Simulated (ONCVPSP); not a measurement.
# PW91 ONCV dataset for Fe (Z = 26), scalar-relativistic all-electron reference.

ONCVPSP 4.0.1 was run on this input:

```
# ATOM AND REFERENCE CONFIGURATION
# atsym  z   nc   nv     iexc    psfile
  Fe 26.00    3    5  -109134      upf
#
#   n    l    f
    1    0    2.00
    2    0    2.00
    2    1    6.00
    3    0    2.00
    3    1    6.00
    3    2    6.00
    4    0    1.50
    4    1    0.50
#
# PSEUDOPOTENTIAL AND OPTIMIZATION
# lmax
    2
#
#   l,   rc,      ep,       ncon, nbas, qcut
    0    1.25    0.00    4    9   10.10
    1    1.30    0.00    4    9   13.40
    2    1.25    0.00    3    8   12.40
#
# LOCAL POTENTIAL
# lloc, lpopt,  rc(5),   dvloc0
    2    5    1.25    0.00
#
# VANDERBILT-KLEINMAN-BYLANDER PROJECTORs
# l, nproj, debl
    0    2    1.30
    1    2    3.90
    2    0    3.40
#
# MODEL CORE CHARGE
# icmod, fcfact, rcfact
    3    5.75    1.15
#
# LOG DERIVATIVE ANALYSIS
# epsh1, epsh2, depsh
   -5.00    5.00    0.04
#
# OUTPUT GRID
# rlmax, drl
    6.00    0.01
#
# TEST CONFIGURATIONS
# ncnf
    4
# nvcnf
#   n    l    f
    5
    3    0    2.00
    3    1    6.00
    3    2    6.00
    4    0    2.00
    4    1    0.00
#
    5
    3    0    2.00
    3    1    6.00
    3    2    6.00
    4    0    1.00
    4    1    0.00
#
    5
    3    0    2.00
    3    1    6.00
    3    2    6.00
    4    0    0.00
    4    1    0.00
#
    5
    3    0    2.00
    3    1    6.00
    3    2    5.00
    4    0    2.00
    4    1    1.00
#
```

Command:

```bash
oncvpsp.x < Fe.dat > Fe.out
```

Output (shortened: citation, most of the input echo, consistency checks and plot data are left out):

```
ONCVPSP  (Optimized Norm-Conservinng Vanderbilt PSeudopotential)
scalar-relativistic version 4.0.1

#   n    l    f        energy (Ha)
    1    0    2.00    -2.5729979E+02
    2    0    2.00    -3.0163311E+01
    2    1    6.00    -2.5713056E+01
    3    0    2.00    -3.4886033E+00
    3    1    6.00    -2.2418793E+00
    3    2    6.00    -3.1108620E-01
    4    0    1.50    -2.1766346E-01
    4    1    0.50    -6.5663144E-02

Reference configufation results
  iterations    42
  all-electron total energy (Ha)   -1.27271642D+03

Begin loop to  construct optimized pseudo wave functions
and semi-local pseudopoentials for all angular momenta

Calculating optimized projector #   1

 for l=   0

    Fraction of norm inside rc  0.915114
    Optimizing pswf for qcut=  10.09 a_B^-1,  ecut=  50.94 Ha
    Residual kinetic energy error=  1.76D-06 Ha

    Energy error per electron        Cutoff
         Ha          eV             Ha
         0.01000     0.27211       26.42
         0.00100     0.02721       35.24
         0.00010     0.00272       41.71
         0.00001     0.00027       46.89

Calculating optimized projector #   2

 for l=   0

    Fraction of norm inside rc  0.035001
    Optimizing pswf for qcut=  10.09 a_B^-1,  ecut=  50.94 Ha
    Residual kinetic energy error=  8.57D-07 Ha

    Energy error per electron        Cutoff
         Ha          eV             Ha
         0.01000     0.27211       13.80
         0.00100     0.02721       29.51
         0.00010     0.00272       38.34
         0.00001     0.00027       44.99

Calculating optimized projector #   1

 for l=   1

    Fraction of norm inside rc  0.893919
    Optimizing pswf for qcut=  13.40 a_B^-1,  ecut=  89.75 Ha
    Residual kinetic energy error=  2.25D-09 Ha

    Energy error per electron        Cutoff
         Ha          eV             Ha
         0.01000     0.27211       27.47
         0.00100     0.02721       36.26
         0.00010     0.00272       44.25
         0.00001     0.00027       51.98

Calculating optimized projector #   2

 for l=   1

    Fraction of norm inside rc  0.015599
    Optimizing pswf for qcut=  13.40 a_B^-1,  ecut=  89.75 Ha
    Residual kinetic energy error=  4.95D-11 Ha

    Energy error per electron        Cutoff
         Ha          eV             Ha
         0.01000     0.27211       15.19
         0.00100     0.02721       24.30
         0.00010     0.00272       32.48
         0.00001     0.00027       39.92

Calculating optimized projector #   1

 for l=   2

    Fraction of norm inside rc  0.673231
    Optimizing pswf for qcut=  12.40 a_B^-1,  ecut=  76.88 Ha
    Residual kinetic energy error=  1.50D-06 Ha

    Energy error per electron        Cutoff
         Ha          eV             Ha
         0.01000     0.27211       48.51
         0.00100     0.02721       58.08
         0.00010     0.00272       65.67
         0.00001     0.00027       71.53

Construct Vanderbilt / Kleinmman-Bylander projectors

B matrix Hermiticity error, ll=   0
   1   2    3.1379E-04

  Orthonormal projector coefficients  1.2443E+01 -1.0991E+01

B matrix Hermiticity error, ll=   1
   1   2    1.2321E-04

  Orthonormal projector coefficients  7.1028E+00 -3.0570E+00

Model core correction analysis
  based on d2Exc/dn_idn_j

d2excae - all-electron derivatives

   -4.277018D-02   -3.955933D-02   -2.835184D-02   -2.134448D-03
   -8.211516D-04
   -3.955958D-02   -3.777457D-02   -2.795971D-02   -2.568879D-03
   -9.192746D-04
   -2.835231D-02   -2.795997D-02   -2.556953D-02   -7.547008D-03
   -3.151549D-03
   -2.134315D-03   -2.568592D-03   -7.544993D-03   -3.223967D-02
   -2.485566D-02
   -8.211508D-04   -9.192229D-04   -3.149427D-03   -2.486201D-02
   -2.832328D-02

d2excps - pseudofunction derivatives with no core correction

   -4.637456D-02   -4.118584D-02   -3.063388D-02   -2.515159D-03
   -9.195498D-04
   -4.118653D-02   -3.926850D-02   -3.076582D-02   -2.726125D-03
   -9.859156D-04
   -3.063434D-02   -3.076604D-02   -2.742692D-02   -7.599291D-03
   -3.208126D-03
   -2.515058D-03   -2.725846D-03   -7.597279D-03   -3.226724D-02
   -2.486166D-02
   -9.195712D-04   -9.858675D-04   -3.206008D-03   -2.486801D-02
   -2.832657D-02

rms 2nd derivative error    1.421404E-03

rmatch, rhocmatch    0.4144   42.2312

Teter function model core charge with specified parameters

d2excps - pseudofunction derivatives with core correction

   -4.079243D-02   -3.908531D-02   -3.028231D-02   -2.104025D-03
   -8.426519D-04
   -3.908536D-02   -3.815274D-02   -3.054101D-02   -2.568517D-03
   -9.445708D-04
   -3.028255D-02   -3.054120D-02   -2.741269D-02   -7.569841D-03
   -3.198706D-03
   -2.103881D-03   -2.568229D-03   -7.567830D-03   -3.223706D-02
   -2.485594D-02
   -8.426462D-04   -9.445197D-04   -3.196589D-03   -2.486229D-02
   -2.832505D-02

rms 2nd derivative error    1.071249E-03

Pseudoatom total energy -123.103657

Diagnostic tests using Vanderbilt-Kleinman-Bylander pseudopotentials
  1 or more projectors used as specified by nproj input data

   l    rcore       rmatch      e in        delta e   norm test  slope test

   0   1.2532997   1.2913526  -3.4886033   0.0000188   0.9998654   0.9998650
   0   1.2532997   1.2913526  -0.2176635   0.0000073   1.0000701   1.0000520

   1   1.3068953   1.3465755  -2.2418793  -0.0000081   1.0001998   1.0002092
   1   1.3068953   1.3465755  -0.0656631   0.0000030   1.0000632   1.0000590

   2   1.2532997   1.2913526  -0.3110862  -0.0000117   0.9999933   0.9999851

 Testing for bound ghosts
   n   l    E NL Schr. Eq   E Basis Diag.   E Cutoff

       0                       -6.268197    222.85  WARNING - GHOST(-)
   1   0       -3.488584       -3.488597    222.85
   2   0       -0.217656       -0.031083    222.85

   2   1       -2.241887       -2.241858    231.96
   3   1       -0.065660        0.223140    231.96

 Testing for highly-localized positive-energy ghosts
       l    <radius>/rc     E Basis Diag.   E Cutoff

Test configuration 0

   n   l     f        eae           eps        diff
   1   0  2.0000 -257.29978994
   2   0  2.0000  -30.16331092
   2   1  6.0000  -25.71305643
   3   0  2.0000   -3.48860331   -3.48858446    1.88D-05
   3   1  6.0000   -2.24187933   -2.24188747   -8.15D-06
   3   2  6.0000   -0.31108620   -0.31109792   -1.17D-05
   4   0  1.5000   -0.21766346   -0.21765614    7.33D-06
   4   1  0.5000   -0.06566314   -0.06566016    2.99D-06

    Total energies and differences
      AE_ref= -1.27271642D+03  AE_tst= -1.27271642D+03  dif=  0.00D+00
      PS_ref= -1.23103657D+02  PS_tst= -1.23103657D+02  dif= -1.14D-13
      PSP excitation error=  1.14D-13

Test configuration 1

   n   l     f        eae           eps        diff
   1   0  2.0000 -257.26606670
   2   0  2.0000  -30.13136380
   2   1  6.0000  -25.68100059
   3   0  2.0000   -3.45505364   -3.45497710    7.65D-05
   3   1  6.0000   -2.20823782   -2.20823249    5.32D-06
   3   2  6.0000   -0.27854692   -0.27850124    4.57D-05
   4   0  2.0000   -0.19652782   -0.19652871   -8.84D-07

    Total energies and differences
      AE_ref= -1.27271642D+03  AE_tst= -1.27279085D+03  dif= -7.44D-02
      PS_ref= -1.23103657D+02  PS_tst= -1.23178089D+02  dif= -7.44D-02
      PSP excitation error=  7.70D-06

Test configuration 2

   n   l     f        eae           eps        diff
   1   0  2.0000 -257.58248166
   2   0  2.0000  -30.44072234
   2   1  6.0000  -25.99095758
   3   0  2.0000   -3.76909953   -3.76910293   -3.39D-06
   3   1  6.0000   -2.52277375   -2.52273082    4.29D-05
   3   2  6.0000   -0.58978892   -0.58992376   -1.35D-04
   4   0  1.0000   -0.45532247   -0.45528009    4.24D-05

    Total energies and differences
      AE_ref= -1.27271642D+03  AE_tst= -1.27246776D+03  dif=  2.49D-01
      PS_ref= -1.23103657D+02  PS_tst= -1.22854987D+02  dif=  2.49D-01
      PSP excitation error= -1.13D-05

Test configuration 3

   n   l     f        eae           eps        diff
   1   0  2.0000 -257.95306940
   2   0  2.0000  -30.80078307
   2   1  6.0000  -26.35190150
   3   0  2.0000   -4.13424600   -4.13462442   -3.78D-04
   3   1  6.0000   -2.88806918   -2.88817581   -1.07D-04
   3   2  6.0000   -0.94856595   -0.94908366   -5.18D-04

    Total energies and differences
      AE_ref= -1.27271642D+03  AE_tst= -1.27187052D+03  dif=  8.46D-01
      PS_ref= -1.23103657D+02  PS_tst= -1.22257774D+02  dif=  8.46D-01
      PSP excitation error=  1.35D-05

Test configuration 4

   n   l     f        eae           eps        diff
   1   0  2.0000 -257.55405385
   2   0  2.0000  -30.44798808
   2   1  6.0000  -25.99490577
   3   0  2.0000   -3.73491478   -3.73765264   -2.74D-03
   3   1  6.0000   -2.48079325   -2.48328688   -2.49D-03
   3   2  5.0000   -0.52121886   -0.52101674    2.02D-04
   4   0  2.0000   -0.27732254   -0.27749199   -1.69D-04
   4   1  1.0000   -0.09781052   -0.09784180   -3.13D-05

    Total energies and differences
      AE_ref= -1.27271642D+03  AE_tst= -1.27246800D+03  dif=  2.48D-01
      PS_ref= -1.23103657D+02  PS_tst= -1.22855227D+02  dif=  2.48D-01
      PSP excitation error= -6.39D-06
```

Note: ghosts flagged at negative energy: s at -170.6 eV; no localised positive-energy state flagged. A true bound ghost makes a file unfit for plane-wave use.

The run took about 4.7 s on one core of a shared server CPU.
